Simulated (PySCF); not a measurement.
# Spectroscopy problems

Computational details: geometry: GFN2-xTB, shielding tensors at PBE0/pcSseg-1 (GIAO), in PySCF 2.14 (relativity neglected, one averaged value for each set of equivalent atoms, a single conformation, in vacuum).

References, each an isolated molecule treated in the same way: ¹H (31.72 ppm), ¹³C (186.93 ppm) vs TMS. Splittings of carbon signals by F and P are missing where no couplings were computed. Where no couplings were computed, multiplicities follow the n + 1 count of equivalent neighbours, and m marks all less simple cases (inequivalent or close neighbours, rings, F or P nearby). Shifts are as computed. Against solution values, carbons near 30 ppm lie about +3 ppm off and those near 130 ppm about +5 ppm. Of 1211 compounds with measured shifts, 218 miss one by over three times the rms of a fit or turn the order of signals round; such compounds aren't used in these exercises. OH and NH positions are gas-phase values without hydrogen bonding to other molecules.

Question: C$_{6}$H$_{13}$NSi. ¹H NMR (400 MHz, computed): δ 4.58 (s, 3H), 3.62 (m, 1H), 2.61 (m, 2H), 1.21 (m, 2H), 1.01 (m, 1H), 0.83 (m, 2H), -0.23 (m, 1H), -0.55 (br s, 1H). ¹³C{¹H} NMR (computed): δ 68.5 (CH), 46.5 (CH2), 25.3 (CH2), 20.5 (CH). Identify the compound.

Answer: `InChI=1S/C6H13NSi/c8-7-6-2-4-1-5(4)3-6/h4-7H,1-3H2,8H3/t4-,5+,6+`. The formula gives 2 degrees of unsaturation (2 rings in the answer). 4 carbon signals for 6 carbons: some carbons are equivalent by symmetry or fast rotation. Carbon types of the structure: 3 × CH, 3 × CH2, leaving 4 H on heteroatoms. δC 68.5: sp3 CH bonded to N; pulled downfield by the heteroatom. δC 25.3, 20.5: three-membered-ring carbon; carbons of three-membered rings are unusually shielded. δH 3.62: hydrogen on an sp3 CH bonded to N; its carbon carries N, an electronegative neighbour. δH 1.21, 1.01, -0.23: hydrogen on a three-membered-ring carbon; cyclopropane-type protons are shielded by the ring.

This is the structure that produced the data.

Question: C$_{7}$H$_{14}$N$_{2}$. ¹H NMR (300 MHz, computed): δ 5.18 (d, 1H), 3.48 (q, 2H), 3.19 (s, 3H), 1.75 (m, 1H), 1.02 (t, 3H), 0.65 (m, 2H), 0.27 (m, 2H). ¹³C{¹H} NMR (computed): δ 132.1 (CH), 60.9 (CH2), 38.8 (CH3), 13.2 (CH3), 12.7 (CH), 8.7 (CH2). What is it?

Answer: `InChI=1S/C7H14N2/c1-3-9(2)8-6-7-4-5-7/h6-7H,3-5H2,1-2H3/b8-6-`. Rings plus π bonds: 2 (1 ring in the answer). 6 carbon signals for 7 carbons: some carbons are equivalent by symmetry or fast rotation. Carbon types of the structure: 2 × CH, 3 × CH2, 2 × CH3, which accounts for all hydrogens. δC 132.1: C=N carbon. δC 60.9: sp3 CH2 bonded to N; the inductive effect lowers its shielding. δC 38.8: methyl carbon bonded to N; the inductive effect lowers its shielding. δC 12.7, 8.7: three-membered-ring carbon; carbons of three-membered rings are unusually shielded.

This is the structure that produced the data.

Question: C$_{7}$H$_{10}$F$_{3}$P. ¹H NMR (300 MHz, computed): δ 7.31 (m, 1H), 5.65 (m, 1H), 5.44 (m, 1H), 2.45 (m, 3H), 2.45 (m, 2H), 2.07 (m, 2H). ¹³C{¹H} NMR (computed): δ 211.3, 150.4, 135.4, 117.7, 36.6, 25.6, 18.9. Give a structure.

Answer: SMILES C=C/C(C)=P/CCC(F)(F)F. 7 carbon signals for 7 carbons: no two carbons are equivalent. Carbon types of the structure: 2 × C, 1 × CH, 3 × CH2, 1 × CH3, which accounts for all hydrogens. δC 211.3: carbon double-bonded to a heavier main-group atom. δC 150.4: alkene CH; the olefinic region. δC 135.4: CF3 carbon; 3 electronegative neighbours deshield it. δC 117.7: terminal =CH2 carbon; the olefinic region.

The data come from this structure; uniqueness wasn't tested.
